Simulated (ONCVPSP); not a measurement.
**zirconium: excitation energies, all-electron against ONCV**

ONCVPSP 4.0.1 input, shortened (lines: element, Z, core and valence counts, functional; n l f; lmax; l rc ep ncon nbas qcut; lloc lpopt rc5 dvloc0; l nproj debl; icmod fcfact rcfact), PBE, fully relativistic:

```
  Zr 40.00    6    5        4      upf
    1    0    2.00
    2    0    2.00
    2    1    6.00
    3    0    2.00
    3    1    6.00
    3    2   10.00
    4    0    2.00
    4    1    6.00
    4    2    2.00
    5    0    1.50
    5    1    0.50
    3
    0    2.30    0.00    4    7    6.50
    1    1.90    0.00    3    8    5.70
    2    1.75    0.00    3    6    5.80
    3    2.40    0.21    3    8    4.70
    4    5    1.35    0.00
    0    2    1.10
    1    2    3.40
    2    2    1.20
    3    3    1.80
    0    0.00    0.00
```

Open shells are filled in proportion to 2j + 1.

Energies are relative to the spin-unpolarised reference configuration 4s2 4p6 4d2 5s1.5 5p0.5; without spin polarisation the order of configurations can differ from experiment. Not all tests gave a result: 1 of 4 tests not solved or not reliable.

| valence configuration | charge | ΔE all-electron (eV) | error AE − PS (meV) |
| --- | --- | --- | --- |
| 4s2 4p6 4d2 5s2 5p0 | 0 | -1.502 | -0.1 |
| 4s2 4p6 4d2 5s1 5p0 | +1 | 5.636 | -0.2 |
| 4s2 4p6 4d2 5s0 5p0 | +2 | 18.576 | -3.0 |

Note: no bound ghost flagged; GHOST(+) flagged for s at 114.4 eV.
